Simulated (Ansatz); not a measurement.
Computed with Ansatz on PBE0-D4/def2-TZVP structures; ΔE is electronic, products minus reactants. CCSD(T)/CBS is the MP2 limit (def2-TZVPP, def2-QZVPP) plus CCSD(T) − MP2 in def2-TZVPP, frozen cores. Functionals use def2-TZVPP. B3LYP here is the variant with VWN-RPA as its local correlation; programs differ in this. HSE06 is defined as in plane-wave codes. For Ga outer-core shells are correlated without core-valence functions, which leaves a few kJ/mol of doubt a bond. Scalar relativity is left out up to krypton. Each species was taken in one conformer, which may not be the lowest.

Reaction (redistribution): `C[BH][GaH2]` + `[OH][Ga]1[CH2][S]1` → `O[BH][GaH2]` + `[CH3][Ga]1[CH2][S]1`

`C[BH][GaH2]`:

```xyz
9

C    -1.411    0.117   -0.239
B    -0.111   -0.540    0.310
Ga    1.807    0.249    0.175
H    -2.299   -0.099    0.363
H    -1.580   -0.408   -1.195
H    -1.372    1.183   -0.469
H    -0.231   -1.633    0.802
H     2.742    0.022   -1.077
H     2.455    1.109    1.330
```

`[OH][Ga]1[CH2][S]1`:

Cartesian coordinates in Å:
```
O 2.205 -0.785 -0.436
Ga 0.660 -0.111 0.070
C -1.204 0.357 0.122
S -0.263 1.067 1.625
H 2.153 -1.280 -1.256
H -1.599 1.131 -0.529
H -1.951 -0.378 0.405
```

`O[BH][GaH2]`:

Cartesian coordinates in Å:
```
O -0.952 -0.136 1.420
B -0.012 -0.526 0.526
Ga 0.367 0.678 -1.153
H -1.062 -0.744 2.157
H 0.578 -1.562 0.732
H -0.386 0.480 -2.526
H 1.467 1.810 -1.155
```

`[CH3][Ga]1[CH2][S]1`:

Cartesian coordinates in Å:
```
C -0.100 1.842 0.284
Ga -0.046 -0.084 0.100
C 0.228 -1.872 -0.579
S -0.532 -1.928 1.148
H 0.504 2.134 1.145
H 0.278 2.338 -0.608
H -1.129 2.155 0.466
H -0.428 -2.281 -1.341
H 1.224 -2.304 -0.615
```

```json
{"level": "LDA (SPW92)", "ΔE (kJ/mol)": "-104.4", "difference from CCSD(T)/CBS": "-6.3"}
{"level": "PBE-D4", "ΔE (kJ/mol)": "-97.7", "difference from CCSD(T)/CBS": "0.4"}
{"level": "revPBE-D4", "ΔE (kJ/mol)": "-94.7", "difference from CCSD(T)/CBS": "3.4"}
{"level": "r2SCAN-D4", "ΔE (kJ/mol)": "-94.0", "difference from CCSD(T)/CBS": "4.1"}
{"level": "B97M-V", "ΔE (kJ/mol)": "-90.4", "difference from CCSD(T)/CBS": "7.7"}
{"level": "B3LYP-D4", "ΔE (kJ/mol)": "-98.7", "difference from CCSD(T)/CBS": "-0.6"}
{"level": "r2SCANh-D4", "ΔE (kJ/mol)": "-95.3", "difference from CCSD(T)/CBS": "2.8"}
{"level": "r2SCAN0-D4", "ΔE (kJ/mol)": "-96.9", "difference from CCSD(T)/CBS": "1.2"}
{"level": "HSE06-D4", "ΔE (kJ/mol)": "-98.8", "difference from CCSD(T)/CBS": "-0.7"}
{"level": "BHLYP-D4", "ΔE (kJ/mol)": "-98.7", "difference from CCSD(T)/CBS": "-0.6"}
{"level": "CAM-B3LYP-D4", "ΔE (kJ/mol)": "-99.8", "difference from CCSD(T)/CBS": "-1.7"}
{"level": "ωB97X-V", "ΔE (kJ/mol)": "-95.7", "difference from CCSD(T)/CBS": "2.4"}
{"level": "ωB97M-V", "ΔE (kJ/mol)": "-100.2", "difference from CCSD(T)/CBS": "-2.1"}
{"level": "B2PLYP", "ΔE (kJ/mol)": "-97.2", "difference from CCSD(T)/CBS": "0.9"}
{"level": "PBE-QIDH", "ΔE (kJ/mol)": "-97.3", "difference from CCSD(T)/CBS": "0.8"}
{"level": "PBE", "ΔE (kJ/mol)": "-98.0", "difference from CCSD(T)/CBS": "0.1"}
{"level": "revPBE", "ΔE (kJ/mol)": "-95.8", "difference from CCSD(T)/CBS": "2.3"}
{"level": "r2SCAN", "ΔE (kJ/mol)": "-94.0", "difference from CCSD(T)/CBS": "4.1"}
{"level": "B3LYP", "ΔE (kJ/mol)": "-99.2", "difference from CCSD(T)/CBS": "-1.1"}
{"level": "r2SCANh", "ΔE (kJ/mol)": "-95.3", "difference from CCSD(T)/CBS": "2.8"}
{"level": "r2SCAN0", "ΔE (kJ/mol)": "-96.9", "difference from CCSD(T)/CBS": "1.2"}
{"level": "HSE06", "ΔE (kJ/mol)": "-99.0", "difference from CCSD(T)/CBS": "-0.9"}
{"level": "BHLYP", "ΔE (kJ/mol)": "-98.8", "difference from CCSD(T)/CBS": "-0.7"}
{"level": "CAM-B3LYP", "ΔE (kJ/mol)": "-100.1", "difference from CCSD(T)/CBS": "-2.0"}
{"level": "LC-ωPBE", "ΔE (kJ/mol)": "-98.0", "difference from CCSD(T)/CBS": "0.1"}
{"level": "RPA@PBE/def2-TZVPP", "ΔE (kJ/mol)": "-97.4", "difference from CCSD(T)/CBS": "0.7"}
{"level": "HF/def2-SVP", "ΔE (kJ/mol)": "-102.3", "difference from CCSD(T)/CBS": "-4.2"}
{"level": "MP2/def2-SVP", "ΔE (kJ/mol)": "-104.3", "difference from CCSD(T)/CBS": "-6.2"}
{"level": "CCSD/def2-SVP", "ΔE (kJ/mol)": "-103.7", "difference from CCSD(T)/CBS": "-5.6"}
{"level": "CCSD(T)/def2-SVP", "ΔE (kJ/mol)": "-104.9", "difference from CCSD(T)/CBS": "-6.8"}
{"level": "HF/def2-TZVPP", "ΔE (kJ/mol)": "-93.1", "difference from CCSD(T)/CBS": "5.0"}
{"level": "MP2/def2-TZVPP", "ΔE (kJ/mol)": "-96.7", "difference from CCSD(T)/CBS": "1.4"}
{"level": "SCS-MP2/def2-TZVPP", "ΔE (kJ/mol)": "-94.3", "difference from CCSD(T)/CBS": "3.8"}
{"level": "CCSD/def2-TZVPP", "ΔE (kJ/mol)": "-95.4", "difference from CCSD(T)/CBS": "2.7"}
{"level": "CCSD(T)/def2-TZVPP", "ΔE (kJ/mol)": "-96.1", "difference from CCSD(T)/CBS": "2.0"}
{"level": "HF/def2-QZVPP", "ΔE (kJ/mol)": "-92.3", "difference from CCSD(T)/CBS": "5.8"}
{"level": "MP2/def2-QZVPP", "ΔE (kJ/mol)": "-97.5", "difference from CCSD(T)/CBS": "0.6"}
{"level": "SCS-MP2/def2-QZVPP", "ΔE (kJ/mol)": "-94.9", "difference from CCSD(T)/CBS": "3.2"}
{"level": "MP2/CBS(def2)", "ΔE (kJ/mol)": "-98.7", "difference from CCSD(T)/CBS": "-0.6"}
{"level": "CCSD/CBS(def2)", "ΔE (kJ/mol)": "-97.5", "difference from CCSD(T)/CBS": "0.6"}
{"level": "CCSD(T)/CBS", "ΔE (kJ/mol)": "-98.1", "difference from CCSD(T)/CBS": "0"}
```

What do rigid-rotor, harmonic-oscillator terms from PBE0-D4/def2-TZVP frequencies (298.15 K, 1 bar) make of the CCSD(T)/CBS value? (An estimate is asked.)

The calculation gave: ΔZPE = +4.7 kJ/mol, ΔH = -93.6 kJ/mol, ΔS = 11 J/(mol·K), ΔG = -96.7 kJ/mol. Modes under 50 cm⁻¹ make the entropy rough.

Largest T1 diagnostic among the species: 0.015.

Leaving LDA and LC-ωPBE aside and taking each functional with its dispersion term where it has one, the values spread over 9.8 kJ/mol, from ωB97M-V to B97M-V. LDA lies −6.4 kJ/mol from PBE without D4. At CCSD(T), def2-SVP lies −6.8 kJ/mol from the extrapolated value and def2-TZVPP +2.0 kJ/mol.
